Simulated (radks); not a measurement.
Results of a calculation; reference values are marked as such.
Ionisation of the selenium ion Se28+, [He] 2s2 2p2, to Se29+, [He] 2s2 2p1, under several functionals. Scalar-relativistic Kohn-Sham, spin-unpolarised, spherical densities, point nucleus; a radial shooting solver on a logarithmic mesh with Libxc functionals.

\begin{tabular}{lrrrrrr}
functional & E(Se28+) (hartree) & Exc (hartree) & IE (eV) & -e(HOMO) (eV) & <r> HOMO (bohr) & IE error (eV) \\ \hline
LDA (Slater exchange, VWN5 correlation) & -1646.90424 & -33.15527 & 3120.5 & 3048.5 & 0.1585 & -25.5 \\
PW91 & -1650.12056 & -36.40137 & 3123.3 & 3051.3 & 0.1585 & -22.7 \\
LDA (Slater exchange, Perdew-Wang correlation) & -1646.90153 & -33.15257 & 3120.5 & 3048.5 & 0.1585 & -25.5 \\
PBE & -1649.92507 & -36.20416 & 3122.3 & 3050.3 & 0.1585 & -23.7 \\
exchange-only B88 & -1649.99175 & -36.27371 & 3121.7 & 3049.7 & 0.1584 & -24.3 \\
HCTH/407 & -1649.55095 & -35.83532 & 3124.6 & 3053.6 & 0.1584 & -21.4 \\
\end{tabular}

NIST Atomic Spectra Database: 3146 eV (semi-empirical). Closest: HCTH/407. The Delta-SCF values span 4.12 eV, the total energies 3.22 hartree. The highest occupied level is 2p. Spin polarisation and multiplet splitting are left out, so open shells lie too high by an amount that depends on their filling.

Beside tabulated values, note that spin-unpolarised runs miss the spin-polarisation part of the exchange energy of open shells.
